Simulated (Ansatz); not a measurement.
Geometry optimisation, UKS PBE/def2-SVP (Ansatz 0.2.0).

input.yaml

```yaml
crystal:
  periodic: [false, false, false]
  atoms:
    - { symbol: O, position_ang: [-0.0204, 1.3893, 0.8955] }
    - { symbol: C, position_ang: [-0.2806, 0.513, -0.1083] }
    - { symbol: C, position_ang: [-0.7692, -0.6983, 0.1729] }
    - { symbol: C, position_ang: [0.6121, -0.6136, -0.4585] }
    - { symbol: I, position_ang: [0.6293, -1.1482, -2.4727] }
    - { symbol: H, position_ang: [-0.5101, 2.2657, 0.5837] }
    - { symbol: H, position_ang: [-1.021, -0.9823, 1.1831] }
    - { symbol: H, position_ang: [-0.16561, 1.27653, -0.87765] }
magnetization:
  spin_polarized: true
basis:
  gaussian: { orbitals: def2-SVP }
hamiltonian:
  xc: pbe
relax:
  f_tol: 0.02
  max_steps: 50
```

Launched with:

```bash
$ ansatz run input.yaml --threads 2 --pin off --max-ram 3072MiB --backend cpu --events-out ev --progress --plain --runs-dir out
```

Question: Where does it end, and by what steps?

Answer: It converged. After 21 steps the energy has fallen by 4.153 eV; H8 moved furthest, 1.08 Å.

```json
{"step": "0", "energy less start (eV)": "0.0000", "largest force component (eV/Å)": "6.336", "accepted": "yes"}
{"step": "1", "energy less start (eV)": "-1.4861", "largest force component (eV/Å)": "3.525", "accepted": "yes"}
{"step": "2", "energy less start (eV)": "-2.4337", "largest force component (eV/Å)": "1.710", "accepted": "yes"}
{"step": "3", "energy less start (eV)": "-3.1810", "largest force component (eV/Å)": "2.067", "accepted": "yes"}
{"step": "4", "energy less start (eV)": "-3.6647", "largest force component (eV/Å)": "1.493", "accepted": "yes"}
{"step": "5", "energy less start (eV)": "-3.9465", "largest force component (eV/Å)": "1.759", "accepted": "yes"}
{"step": "6", "energy less start (eV)": "-4.0771", "largest force component (eV/Å)": "0.933", "accepted": "yes"}
{"step": "7", "energy less start (eV)": "-4.1301", "largest force component (eV/Å)": "0.546", "accepted": "yes"}
{"step": "8", "energy less start (eV)": "-4.1463", "largest force component (eV/Å)": "0.126", "accepted": "yes"}
{"step": "9", "energy less start (eV)": "-4.1480", "largest force component (eV/Å)": "0.054", "accepted": "yes"}
{"step": "10", "energy less start (eV)": "-4.1487", "largest force component (eV/Å)": "0.049", "accepted": "yes"}
{"step": "11", "energy less start (eV)": "-4.1495", "largest force component (eV/Å)": "0.121", "accepted": "yes"}
{"step": "12", "energy less start (eV)": "-4.1501", "largest force component (eV/Å)": "0.161", "accepted": "yes"}
{"step": "13", "energy less start (eV)": "-4.1507", "largest force component (eV/Å)": "0.170", "accepted": "yes"}
{"step": "14", "energy less start (eV)": "-4.1511", "largest force component (eV/Å)": "0.162", "accepted": "yes"}
{"step": "15", "energy less start (eV)": "-4.1514", "largest force component (eV/Å)": "0.083", "accepted": "yes"}
{"step": "16", "energy less start (eV)": "-4.1519", "largest force component (eV/Å)": "0.061", "accepted": "yes"}
{"step": "17", "energy less start (eV)": "-4.1498", "largest force component (eV/Å)": "0.242", "accepted": "no"}
{"step": "18", "energy less start (eV)": "-4.1521", "largest force component (eV/Å)": "0.021", "accepted": "yes"}
{"step": "19", "energy less start (eV)": "-4.1524", "largest force component (eV/Å)": "0.078", "accepted": "yes"}
{"step": "20", "energy less start (eV)": "-4.1525", "largest force component (eV/Å)": "0.065", "accepted": "yes"}
{"step": "21", "energy less start (eV)": "-4.1526", "largest force component (eV/Å)": "0.014", "accepted": "yes"}
```

```xyz
8
Properties=species:S:1:pos:R:3
O 0.386 1.465 0.735
C -0.442 0.726 -0.120
C -0.728 -0.712 0.244
C 0.095 -0.503 -0.765
I 1.428 -1.339 -2.131
H 0.158 2.405 0.623
H -1.211 -1.384 0.963
H -1.211 1.345 -0.631
```

Whether the end is a true minimum wasn't checked by a vibrational analysis.

Time of the run: 71 s on 2 threads of Arm Neoverse V1, on a shared host, peak memory 0.23 GiB.
